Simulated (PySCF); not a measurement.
Bonds: Si1-C2 1.896 Å, C2-C3 1.493 Å, C3-C4 1.336 Å. Si1 carries H10, H11, H12; C2 carries H5, H6; C3 carries H7; C4 carries H8, H9.

[PySCF 2.14.0 with density-fitted response routines: B3LYP/pcSseg-1 with gauge-including orbitals; geometry from PBE0-D3(BJ)/def2-SVP; one computed conformer; relativity neglected; isolated molecule; equivalent nuclei averaged]

References, each an isolated molecule treated in the same way: ¹³C, ¹H, ²⁹Si vs TMS.

| atoms | nucleus | count | δ (ppm) |
| --- | --- | --- | --- |
| H8/H9 | ¹H | 2 | 5.15 |
| C3 | ¹³C | 1 | 144.6 |
| H7 | ¹H | 1 | 5.92 |
| H5/H6 | ¹H | 2 | 1.65 |
| C2 | ¹³C | 1 | 19.6 |
| H10/H11/H12 | ¹H | 3 | ? |
| Si1 | ²⁹Si | 1 | ? |
| C4 | ¹³C | 1 | 121.0 |

**Question.** Complete the table.

**Answer.** 
- H10/H11/H12: 3.79 ppm, hydrogen on a silicon bonded to C
- Si1: -64.7 ppm, silicon bonded to C, 3 H

Shifts are as computed. Against solution values, carbons near 30 ppm lie about +2 ppm off and those near 130 ppm about +6 ppm. Of 1211 compounds with measured shifts, 218 miss one by over three times the rms of a fit or turn the order of signals round; such compounds aren't used in these exercises.
